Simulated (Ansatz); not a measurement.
Geometry optimisation, Ansatz, RHF/def2-SVP.

input.yaml

```yaml
crystal:
  periodic: [false, false, false]
  atoms:
    - { symbol: Cl, position_ang: [0.6621, -2.2422, 1.925] }
    - { symbol: Si, position_ang: [0.6547, -0.556, 0.7353] }
    - { symbol: Cl, position_ang: [2.5305, 0.0646, 0.4202] }
    - { symbol: O, position_ang: [-0.0182, -0.8764, -0.6999] }
    - { symbol: Si, position_ang: [-0.8358, 0.5838, -0.8415] }
    - { symbol: S, position_ang: [-0.7234, 0.9442, 1.2617] }
    - { symbol: H, position_ang: [-2.2106, 0.4536, -1.2722] }
    - { symbol: H, position_ang: [0.0327, 1.5713, -1.5844] }
basis:
  gaussian: { orbitals: def2-SVP }
hamiltonian:
  xc: hf
relax:
  f_tol: 0.02
  max_steps: 50
output:
  orbitals: {}
```

Run as:

```bash
$ ansatz run input.yaml --threads 2 --pin off --max-ram 3072MiB --backend cpu --events-out ev --progress --plain --runs-dir out
```

Question: Where does it end, and by what steps?

Answer: It converged. After 7 steps the energy has fallen by 0.405 eV; H8 moved furthest, 0.57 Å.

| step | energy less start (eV) | largest force component (eV/Å) | accepted |
| --- | --- | --- | --- |
| 0 | 0.0000 | 1.881 | yes |
| 1 | -0.2602 | 0.804 | yes |
| 2 | -0.3297 | 0.327 | yes |
| 3 | -0.3743 | 0.364 | yes |
| 4 | -0.4017 | 0.302 | yes |
| 5 | -0.4041 | 0.123 | yes |
| 6 | -0.4048 | 0.055 | yes |
| 7 | -0.4052 | 0.010 | yes |

```xyz
8
Properties=species:S:1:pos:R:3
Cl 0.378 -2.261 1.785
Si 0.775 -0.556 0.741
Cl 2.781 -0.204 0.838
O 0.229 -0.633 -0.812
Si -0.874 0.630 -0.873
S -0.470 1.115 1.211
H -2.246 0.172 -1.126
H -0.480 1.680 -1.819
```

The run took 9.9 s on 2 threads of Intel(R) Xeon(R) 6975P-C (Granite Rapids), with other jobs on the host, peak memory 0.31 GiB.
